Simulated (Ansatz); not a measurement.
Calculated with Ansatz (gas phase, PBE0-D4/def2-TZVP geometries, no zero-point term in ΔE). CCSD(T)/CBS is the MP2 limit (def2-TZVPP, def2-QZVPP) plus CCSD(T) − MP2 in def2-TZVPP, frozen cores. DFT in def2-TZVPP.

`CC1=C(F)[SiH2]1` → `F[SiH]1C=CC1`  (isomerisation)

CCSD(T)/CBS gives -302.9 kJ/mol.

Problem. Another level gave -281.9 kJ/mol. Which?
A. CCSD/def2-TZVPP
B. r2SCAN/def2-TZVPP
C. ωB97X-V/def2-TZVPP
D. HF/def2-TZVPP

Solution. B. r2SCAN -281.9, ωB97X-V -289.0, CCSD/def2-TZVPP -300.9, HF/def2-TZVPP -305.4 kJ/mol.

Largest T1 diagnostic among the species: 0.013.

From PBE to PBE0 (25 % exact exchange), in def2-TZVPP and without D4, ΔE moves by −15.0 kJ/mol.
